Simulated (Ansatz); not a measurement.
Input file for Ansatz (an electronic-structure program): U-PBE/def2-TZVPP on NP (SMILES N#P), 2S+1 = 3, a spin state set in the input, which need not be the lowest, at the other state's geometry.

Ansatz 0.2 input:
```yaml
crystal:
  periodic: [false, false, false]
  atoms:
    - {symbol: N, position_ang: [-0.00000000, -0.00000000, -1.01096883]}
    - {symbol: P, position_ang: [0.00000000, 0.00000000, 0.47178545]}
basis:
  gaussian:
    orbitals: def2-TZVPP
hamiltonian:
  xc: {name: PBE}
magnetization: {spin_polarized: true, initial_magnetization: 2}
```

It printed:

```
WARN ansatz: RAYON_NUM_THREADS=1 ignored (pool sized by the plan → 1); use --threads N
Functional definition: PBE
integrals: 0.01 GiB planned
442 factors; their error is unknown
mean field: 0.15 GiB planned
mean field evaluation 1: about -10755.1879 eV, gradient 5.5e1 eV
mean field evaluation 2: about -10630.6897 eV, gradient 1.3e2 eV
mean field evaluation 4: about -10768.1544 eV, gradient 9.2e0 eV
mean field evaluation 8: about -10768.5949 eV, gradient 1.4e-1 eV
mean field evaluation 16: about -10768.5836 eV, gradient 1.1e-4 eV
mean field evaluation 32: about -10768.5107 eV, gradient 9.2e-2 eV
mean field evaluation 64: about -10768.5329 eV, gradient 3.9e-1 eV
mean field evaluation 96: about -10768.5117 eV, gradient 2.8e-1 eV
mean field -10768.58362762 eV, -395.7381491067 hartree, gradient 7.8e-6 eV, S^2 2.008695; 13 other end points of the search recorded, 0 dependent functions left out
reference -10768.58365137 eV, -395.7381499796 hartree; 12, 10 occupied and 61, 63 virtual orbitals, 442 factors
Total energy: -10768.58365137 eV, -395.7381499796 hartree
```

The calculation finished and met its thresholds.

Cost: around 4 core-seconds (rough).
